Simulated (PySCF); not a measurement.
A PySCF script (with the pyscf-properties extension) for the NMR shieldings of `C#C[Si@@H]1CCC[C@@H]1F`, C$_{6}$H$_{9}$FSi, on a GFN2-xTB geometry:

```python
import basis_set_exchange as bse
import numpy as np
from pyscf import gto, dft
from pyscf.prop import nmr

atoms = """
C     3.533935   -0.102537    0.188038
C     2.406033   -0.259514   -0.198267
Si    0.661747   -0.514199   -0.743022
C    -0.369316    1.090300   -0.801511
C    -1.172772    1.083058    0.503734
C    -1.613472   -0.351556    0.789469
C    -0.389260   -1.257663    0.697812
F     0.315031   -1.200471    1.897739
H     4.521566    0.032222    0.524827
H     0.588949   -1.340121   -1.953145
H     0.224543    1.998661   -0.885840
H    -1.051361    1.077276   -1.653437
H    -0.536799    1.423164    1.323584
H    -2.034728    1.750919    0.445636
H    -2.078474   -0.434624    1.773599
H    -2.335303   -0.675161    0.036269
H    -0.677315   -2.307725    0.590836
"""
names = dict.fromkeys(["C", "Si", "F", "H"], "pcSseg-1")
basis = {el: gto.basis.parse(bse.get_basis(n, elements=[el], fmt="nwchem")) for el, n in names.items()}
mol = gto.M(atom=atoms, basis=basis, charge=0, verbose=0)
mf = dft.RKS(mol, xc="PBE0")
mf.grids.level = 2
mf.grids.alignment = dft.numint.BLKSIZE   # the property module wants whole blocks of grid points
mf.conv_tol = 1e-9
mf.kernel()

calc = nmr.RKS(mf)   # GIAO
C = mf.mo_coeff
Co = C[:, mf.mo_occ > 0]
resp = mf.gen_response(singlet=True, hermi=2)
def vind(x):   # induced exchange potential for any number of trial vectors
    d = np.einsum("pi,xij,qj->xpq", C, 2 * x.reshape(-1, C.shape[1], Co.shape[1]), Co, optimize=True)
    return np.einsum("xpq,pi,qj->xij", resp(d - d.transpose(0, 2, 1)), C, Co, optimize=True).ravel()
mo1, _ = nmr.rhf.solve_mo1(calc, with_cphf=vind)
sigma = calc.kernel(mo1)
for i, s in enumerate(sigma):   # ppm
    print("%2d %-2s %9.2f" % (i, mol.atom_pure_symbol(i), np.trace(s) / 3))
```

**Question.** Give the expected output.

**Answer.** 
```
 0 C      80.18
 1 C     102.00
 2 Si    379.61
 3 C     172.08
 4 C     158.77
 5 C     145.15
 6 C      96.13
 7 F     415.17
 8 H      29.72
 9 H      27.09
10 H      30.44
11 H      31.04
12 H      29.75
13 H      29.69
14 H      29.25
15 H      30.58
16 H      26.60
```

These numbers come from an equivalent density-fitted implementation of the same equations, which agrees with the script to about 0.01 ppm for H and up to a few tenths of a ppm for heavy atoms, so last digits may differ.

**Question.** Turn these shieldings into chemical shifts. Shifts are taken against calculated references (same method and geometry level): 13C (186.93 ppm) and 29Si (349.16 ppm) and 1H (31.72 ppm) vs TMS; CFCl3 for 19F (170.95 ppm).

**Answer.** Averaging equivalent atoms: C 0: 106.7; C 6: 90.8; C 1: 84.9; C 5: 41.8; C 4: 28.2; C 3: 14.8; Si 2: -30.5; F 7: -244.2; H 16: 5.11; H 9: 4.63; H 14: 2.47; H 13: 2.03; H 8: 1.99; H 12: 1.97; H 10: 1.28; H 15: 1.13; H 11: 0.68 ppm. Unscaled 19F shifts against computed CFCl3 carry errors that often reach 10 to 50 ppm.

Size and cost of the density-fitted run: 188 basis functions, 68 s wall time (61 s CPU) on 1 thread of an Arm Neoverse N1, shared host.
